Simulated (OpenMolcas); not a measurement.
5s2 5p along the 49-electron sequence

* Program: OpenMolcas
* Method: SS-CASPT2, IPEA 0.25 Eh, imaginary shift 0.1 Eh
* Basis: ANO-RCC-VQZP
* Scalar Hamiltonian: DKH2, point nucleus
* Spin-orbit coupling: RASSI with atomic mean-field integrals over the reference wave functions, term energies averaged over their components

Active space for each ion: 1 electron in 3 orbitals (5p); closed shells correlated by CASPT2: 4d 5s.

Computed levels in cm-1 above 2P* 1/2:

| Level | Sb2+ | Te3+ | I4+ | Xe5+ |
| --- | --- | --- | --- | --- |
| 2P* 3/2 | 5704 | 8062 | 10740 | 13897 |
| weight of 2P* in the lowest level (%) | 100 | 100 | 100 | 100 |

Measured, with the error of the calculation in %. Measured levels: Sb2+, Te3+ from Moore, Atomic Energy Levels, vol. III, NSRDS-NBS 35 (1971 reprint of NBS Circular 467, 1958); Xe5+ from Saloman, J. Phys. Chem. Ref. Data 33, 765 (2004).

```
  Level          Sb2+          Te3+           Xe5+
2P* 3/2  6576 (-13.3)  9223 (-12.6)  15599 (-10.9)
```

The fine-structure level 2P* 3/2 changes by a factor of 2.44 from Sb2+ to Xe5+. Its fourth root runs 8.69, 9.48, 10.18, 10.86, with steps per unit of Z of 0.79, 0.70, 0.68; equal steps would mean a (Z - σ)^4 law with constant σ.

With one active electron, CASPT2 adds the correlation within the correlated inactive shells and between them and that electron, and leaves the splitting within a term as the reference gives it. Computed and measured levels are paired by configuration, term and J; levels that our copy of the source lacks, or whose pairing is in doubt (as where it misses far off the trend of its configuration), stay unpaired and out of the deviations. Only configurations of the active space appear.

* marks odd parity.
